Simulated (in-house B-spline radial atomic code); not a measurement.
Values are calculated unless marked as measured or tabulated.
# As in an electron gas of r_s = 2: phase shifts, screening, friction and resistivity

A nucleus sits in a uniform electron gas with a rigid positive background. The Kohn-Sham equations are solved self-consistently in the spin-unpolarised LDA (PW92), non-relativistic, on B-splines with outgoing waves at the boundary and partial waves to l = 8. The model has no lattice, no bands and no magnetic solution. Atomic units; δ_l are the phase shifts at the Fermi level, counted so that each bound state adds π, and good to about 0.0005.

The density parameter is r_s = 2 bohr, near that of the valence electrons of Si (4 per atom, density 2.33 g/cm³, mass 28.09 u, which gives r_s = 2.01).

```
l  δ_l (rad)
0    10.3451
1     7.6994
2     3.5403
3     0.0765
4     0.0135
5     0.0028
6     0.0006
7     0.0003
8     0.0002
```

Bound levels below the band bottom (hartree): p -47.02, s -6.262, p -4.384, d -1.078, s -0.1709 and deeper ones.

**Question.** Check the Friedel sum rule, and say where the screening charge sits.

**Answer.** k_F = (9π/4)^(1/3)/r_s = 0.95958. The rule is Z = (2/π) Σ (2l + 1) δ_l. The terms are s 6.586, p 14.705, d 11.269, f 0.341 and 0.107 beyond, in all 33.008 against Z = 33. Bound states hold 8 s, 12 p, 10 d electrons, so the scattering states carry 3.01 in all; where a term is smaller than its bound count, the bound level has drawn weight out of the band.

**Question.** Find the transport cross section and the electronic stopping of a 1 keV As ion (mass 74.92 u).

**Answer.** σ_tr = (4π/k_F²) Σ (l + 1) sin²(δ_l − δ_(l+1)). The terms for l = 0 to 3 are 0.2264, 1.4477, 0.3008, 0.0159, all together 1.9914, so σ_tr = 13.647 × 1.9914 = 27.177 bohr². With n = 3/(4π r_s³) = 0.02984, the friction coefficient is Q = n k_F σ_tr = 0.7782. For v well below v_F = 0.960, dE/dx = Q v; with 24801 eV per u at v = 1, v = √(1000/(24801 × 74.92)) = 0.0232, so dE/dx = 0.01805 hartree/bohr = 9.28 eV/nm. The largest term couples the p and d waves.

**Question.** What residual resistivity would 1 atomic per cent of such centres give in a metal of this density?

**Answer.** Δρ = k_F n_i σ_tr/n in atomic units of 21.74 μΩ·cm. With one host atom per 4 electrons, n_i/n = 0.01/4, so Δρ = 0.9596 × 0.00250 × 27.177 × 21.74 = 1.42 μΩ·cm. This is an atom added to the gas, as on an interstitial site.

**Question.** On a substitutional site the background of one host ion, a sphere holding 4 charges, is taken out. The phase shifts for l = 0 to 4 become 9.9912, 7.0117, 3.0258, -0.0569, -0.0165. What follows?

**Answer.** The Friedel sum is now 29.00, for Z − 4 = 29. The sum in σ_tr is 1.1614, so σ_tr = 15.85 bohr² and Δρ = 0.83 μΩ·cm per atomic per cent, 0.58 times the value above. A real host ion scatters too, so this model doesn't give zero even for the host's own atom.
